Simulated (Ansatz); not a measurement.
Isolated molecules relaxed with PBE0-D4/def2-TZVP in Ansatz; ΔE leaves out vibrations. CBS: MP2 limit from def2 TZ/QZ plus the TZ coupled-cluster correction, frozen cores. This one scheme is used for every species. DFT in def2-TZVPP. B3LYP here is the variant with VWN-RPA as its local correlation; programs differ in this. One conformer a species, not always the lowest.

Consider the cleavage of the Si–Si bond: `F[SiH2][SiH](F)F` + `N[SiH2][SiH3]` → `F[SiH2]N[SiH2][SiH3]` + `F[SiH2]F`.

`F[SiH2][SiH](F)F`:

Z-matrix (Å, degrees):
```
Si
Si 1 2.355
F 1 1.604 2 108.5
H 1 1.484 2 111.1 3 -119.4
H 1 1.485 2 110.4 3 118.4
F 2 1.594 1 107.5 3 -175.8
F 2 1.591 1 109.8 3 67.6
H 2 1.481 1 116.5 3 -54.8
```

`N[SiH2][SiH3]`:

Cartesian coordinates in Å:
```
N 1.238 -0.308 -1.255
Si -0.203 0.470 -0.716
Si -0.707 -0.298 1.437
H 2.054 -0.308 -0.664
H 1.503 -0.247 -2.226
H -1.287 0.111 -1.670
H -0.154 1.966 -0.675
H 0.463 -0.097 2.339
H -1.045 -1.747 1.432
H -1.859 0.460 1.999
```

`F[SiH2]N[SiH2][SiH3]`:

Z-matrix (Å, degrees):
```
Si
N 1 1.706
F 1 1.602 2 112.5
H 1 1.478 2 108.9 3 -117.7
H 1 1.480 2 109.2 3 117.5
Si 2 1.740 1 127.7 3 84.7
H 2 1.011 1 115.7 3 -86.3
Si 6 2.344 2 111.8 1 -113.6
H 6 1.491 2 110.7 1 124.5
H 6 1.487 2 106.1 1 6.9
H 8 1.489 6 110.7 2 -175.4
H 8 1.487 6 110.6 2 63.6
H 8 1.490 6 109.6 2 -55.9
```

`F[SiH2]F`:

Z-matrix (Å, degrees):
```
Si
F 1 1.586
F 1 1.586 2 108.0
H 1 1.474 2 108.5 3 117.4
H 1 1.474 2 108.5 3 -117.4
```

Problem. Is it downhill or uphill in electronic energy at CCSD(T)/CBS, and by how much? (Best estimate.)

Solution. Computed: Downhill: ΔE = -109.9 kJ/mol.

Problem. What do these levels give: PBE-D4, PBE0-D4, B3LYP-D4, ωB97X-V, ωB97M-V, B2PLYP, PBE0, B3LYP, HF/def2-TZVPP, CCSD/def2-TZVPP, CCSD(T)/def2-TZVPP, HF/def2-QZVPP? (Best estimate.)

Solution. Ansatz gave: PBE-D4 -85.9, PBE0-D4 -93.9, B3LYP-D4 -102.6, ωB97X-V -101.9, ωB97M-V -110.0, B2PLYP -108.2, PBE0 -91.8, B3LYP -99.2, HF/def2-TZVPP -117.0, CCSD/def2-TZVPP -112.1, CCSD(T)/def2-TZVPP -111.8, HF/def2-QZVPP -118.2 kJ/mol.

Largest T1 diagnostic among the species: 0.012.

From PBE to PBE0 (25 % exact exchange), in def2-TZVPP and without D4, ΔE moves by −8.1 kJ/mol. The D4 term adds −3.5 kJ/mol with B3LYP and −2.1 kJ/mol with PBE0; it sums over pairs of atoms, weighted by their polarisabilities, and B3LYP, whose exchange is more repulsive, gets the larger term.
